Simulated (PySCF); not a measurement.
4-tert-butylpyridine, C9H13N, SMILES CC(c1ccncc1)(C)C (GFN2-xTB optimised geometry):

```
23

C      2.473    -1.272    -0.007
C      0.956    -1.475     0.000
C      0.568    -2.273    -1.254
C      0.578    -2.267     1.259
C      0.194    -0.162     0.000
C      0.811     1.084     0.001
C      0.030     2.230     0.001
N     -1.290     2.221     0.000
C     -1.885     1.040     0.000
C     -1.201    -0.162     0.000
H      2.792    -0.732    -0.896
H      2.800    -0.730     0.877
H      2.968    -2.241    -0.008
H     -0.494    -2.501    -1.266
H      1.118    -3.211    -1.284
H      0.806    -1.704    -2.151
H      1.122    -3.208     1.285
H     -0.486    -2.487     1.285
H      0.830    -1.698     2.152
H      1.884     1.184     0.001
H      0.490     3.211     0.001
H     -2.968     1.063     0.000
H     -1.758    -1.086     0.000
```

Method: B3LYP/def2-SVP (PySCF).

Question: What are the frontier orbital energies and the dipole moment?

Answer: HOMO-2 -7.58 eV, HOMO-1 -7.22 eV, HOMO -6.77 eV, LUMO -0.60 eV, LUMO+1 -0.37 eV; dipole moment 2.70 D.

Meta-Löwdin charges at B3LYP/def2-SVP: C1 -0.29, C2 0.07, C3 -0.28, C4 -0.28, C5 0.04, C6 -0.14, C7 0.02, N8 -0.26, C9 0.02, C10 -0.14, H11 0.09, H12 0.09, H13 0.09, H14 0.09, H15 0.09, H16 0.09, H17 0.09, H18 0.09, H19 0.09, H20 0.11, H21 0.10, H22 0.10, H23 0.10.
